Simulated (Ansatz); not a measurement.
`[CH3][Sn]([F])([F])[SH]` → C• + 2 F• + 4 H• + S• + Sn•  (atomization)

Calculated with Ansatz (gas phase, PBE0-D4/def2-TZVP geometries, no zero-point term in ΔE). CCSD(T)/CBS adds triple-zeta CCSD(T) − MP2 to the extrapolated MP2 energy (def2 sets, frozen cores). This one scheme is used for every species, atoms too. Functionals use def2-TZVPP. No spin–orbit coupling; open shells (•) take unrestricted orbitals. Spin–orbit coupling would lower the free atoms: a little for C, F, S; strongly for Sn. def2 core potentials past Kr. For Sn outer-core shells are correlated without core-valence functions, so the limit isn't a true one: a few kJ/mol of doubt a bond, and 10 to 20 or more in all where bonds break to atoms. Each species was taken in one conformer, which may not be the lowest.

```csv
species,PBE0 energy (Eh)
`[CH3][Sn]([F])([F])[SH]`,-852.54406
C•,-37.80537
F•,-99.67617
H•,-0.50104
S•,-397.97374
Sn•,-214.25870
```

Q: Work out ΔE.

A: ΔE = 4 × (-0.50104) + 2 × (-99.67617) + (-37.80537) + (-397.97374) + (-214.25870) − (-852.54406) = 1.14975 Eh = +721.5 kcal/mol. CCSD(T)/CBS gives +738.4 kcal/mol.

Largest T1 diagnostic among the species: 0.013.

From BLYP to BHLYP (50 % exact exchange), in def2-TZVPP and without D4, ΔE moves by −25.3 kcal/mol: exact exchange takes away binding that semilocal exchange gives to molecules. Leaving LDA and LC-ωPBE aside and taking each functional with its dispersion term where it has one, the values, not all of them listed here, spread over 44.7 kcal/mol, from BHLYP-D4 to PBE-D4. LDA lies +103.7 kcal/mol from PBE without D4, its usual overbinding.

For atomizations the MP2-based limit and the directly extrapolated one differ by several kJ/mol either way, and by 10 to 25 for some Ge, Se and Sn compounds, so smaller differences from it don't rank the levels.
